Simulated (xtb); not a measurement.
H4Ge, triplet, at the geometry of the source list (a higher spin typed on purpose: for a closed-shell molecule this is an excited state); GFN1-xTB (xtb).

The xtb input:
```
$ xtb mol.xyz --gfn 1 --uhf 2 --etemp 10000 --json

# file mol.xyz
5

Ge     0.00070000    -0.00520000     0.00070000
H     -0.60280000    -0.84850000    -1.05720000
H      0.55780000    -0.85190000     1.08020000
H     -1.03980000     0.88740000     0.56100000
H      1.08410000     0.81820000    -0.58470000
```

### Question
Predict the main parts of the log of this xtb run.

### Answer

```
   ID    Z sym.   atoms
    1   32 Ge     1
    2    1 H      2-5

           -------------------------------------------------
          |                Calculation Setup                |
           -------------------------------------------------

           -------------------------------------------------
          |                 G F N 1 - x T B                 |
           -------------------------------------------------

          ...................................................
          :                      SETUP                      :
          :.................................................:
          :  # basis functions                  18          :
          :  # atomic orbitals                  17          :
          :  # shells                           11          :
          :  # electrons                         8          :
          :  # halogen bonds                     0          :
          :  max. iterations                   250          :
          :  Hamiltonian                  GFN1-xTB          :
          :  restarted?                      false          :
          :  GBSA solvation                  false          :
          :  PC potential                    false          :
          :  electronic temp.        10000.0000000     K    :
          :  accuracy                    1.0000000          :
          :  -> integral cutoff          0.2500000E+02      :
          :  -> integral neglect         0.1000000E-07      :
          :  -> SCF convergence          0.1000000E-05 Eh   :
          :  -> wf. convergence          0.2000000E-04 e    :
          :  Broyden damping             0.4000000          :
          :  net charge                          0          :
          :  unpaired electrons                  2          :
          ...................................................

 iter      E             dE          RMSdq      gap      omega  full diag
   1     -3.6812796 -0.368128E+01  0.567E+00    0.01       0.0  T
   2     -3.7084404 -0.271608E-01  0.332E+00    0.00       1.0  T
   3     -3.7077491  0.691228E-03  0.129E+00    0.01       1.0  T
   4     -3.7114369 -0.368775E-02  0.511E-02    0.01       1.0  T
   5     -3.7114477 -0.108218E-04  0.157E-02    0.01       2.8  T
   6     -3.7114478 -0.113601E-06  0.127E-03    0.01      35.1  T
   7     -3.7114478 -0.633974E-08  0.491E-04    0.01      91.0  T
   8     -3.7114478 -0.124814E-08  0.111E-05    0.01    4036.3  T
[...]
         :: total energy              -3.677421909984 Eh    ::
[...]
         7        0.2402           -0.1687054              -4.5907
         8        0.1062           -0.1377327              -3.7479
         9        0.1062           -0.1377285              -3.7478
        10        0.0156           -0.0739590              -2.0125
        11        0.0156           -0.0739389              -2.0120
        12        0.0156           -0.0738925              -2.0107
        13        0.0109           -0.0624907              -1.7005
        14        0.0000            0.1679112               4.5691
        15                          0.4693585              12.7719
        16                          0.4711484              12.8206
        17                          0.4794862              13.0475
      -------------------------------------------------------------
                  HL-Gap            0.0002034 Eh            0.0055 eV
             Fermi-level           -0.3252732 Eh           -8.8511 eV

  Mulliken/CM5 charges         n(s)   n(p)   n(d)
     1Ge   -0.02425 -0.29421   1.152  2.018  0.855
     2H     0.00607  0.07351   0.994  0.000  0.000
     3H     0.00611  0.07367   0.994  0.000  0.000
     4H     0.00604  0.07355   0.994  0.000  0.000
     5H     0.00603  0.07348   0.994  0.000  0.000

Wiberg/Mayer (AO) data.
largest (>0.10) Wiberg bond orders for each atom

 ---------------------------------------------------------------------------
     #   Z sym  total        # sym  WBO       # sym  WBO       # sym  WBO
 ---------------------------------------------------------------------------
     1  32 Ge   2.985 --     3 H    0.747     2 H    0.747     5 H    0.746
                             4 H    0.745
     2   1 H    0.762 --     1 Ge   0.747
     3   1 H    0.762 --     1 Ge   0.747
     4   1 H    0.760 --     1 Ge   0.745
     5   1 H    0.761 --     1 Ge   0.746
 ---------------------------------------------------------------------------

Topologies differ in total number of bonds
Writing topology from bond orders to xtbtopo.mol

 dipole moment from electron density (au)
     X       Y       Z
  -0.0002   0.0014   0.0000  total (Debye):    0.003

           -------------------------------------------------
          | TOTAL ENERGY               -3.677421909984 Eh   |
          | GRADIENT NORM               0.011027467086 Eh/α |
          | HOMO-LUMO GAP               0.005534538353 eV   |
           -------------------------------------------------

normal termination of xtb
```
